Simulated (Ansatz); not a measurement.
Gas-phase reaction 8 R1 + R2 → P1 + 6 P2, each structure at its B3LYP-D3(BJ)/def2-TZVP stationary point, reached from a drawn start (curvature not checked).
R1: H atom, charge 0, multiplicity 2.
P1, H2S (SMILES S) (charge 0, multiplicity 1):
```xyz
3

S      0.0000     0.0000     0.6187
H      0.0000     0.9702    -0.3093
H      0.0000    -0.9702    -0.3093
```
P2, HF (SMILES F) (charge 0, multiplicity 1):
```xyz
2

F      0.00000     0.00000     0.46223
H      0.00000     0.00000    -0.46223
```
R2, F6S (SMILES F[S](F)(F)(F)(F)F) (charge 0, multiplicity 1):
```xyz
7

S      0.00000     0.00000     0.00000
F      1.57838     0.00000     0.00000
F     -1.57838     0.00000     0.00000
F      0.00000     1.57838     0.00000
F      0.00000    -1.57838     0.00000
F      0.00000     0.00000     1.57838
F      0.00000     0.00000    -1.57838
```

P less R. No zero-point or thermal terms.

Correlated levels freeze the cores.

Codes used: Ansatz (a program for electronic structure). No computed number here is a measurement.

The comparison value is -546.82 kcal/mol (CCSD(T)/cc-pV(T+d)Z). It is a level with limits of its own, not the exact answer.

### Question
Order these levels by how close they come to the comparison value for the reaction energy, closest first: B97M-V/def2-TZVPP, PBE/def2-TZVPP, PBE0/def2-TZVPP, BLYP/def2-TZVPP, CAM-B3LYP/def2-TZVPP. Give each level's value less the comparison value.

### Answer
BLYP/def2-TZVPP (-2.60 kcal/mol), CAM-B3LYP/def2-TZVPP (4.54 kcal/mol), PBE0/def2-TZVPP (22.06 kcal/mol), B97M-V/def2-TZVPP (23.06 kcal/mol), PBE/def2-TZVPP (28.69 kcal/mol)
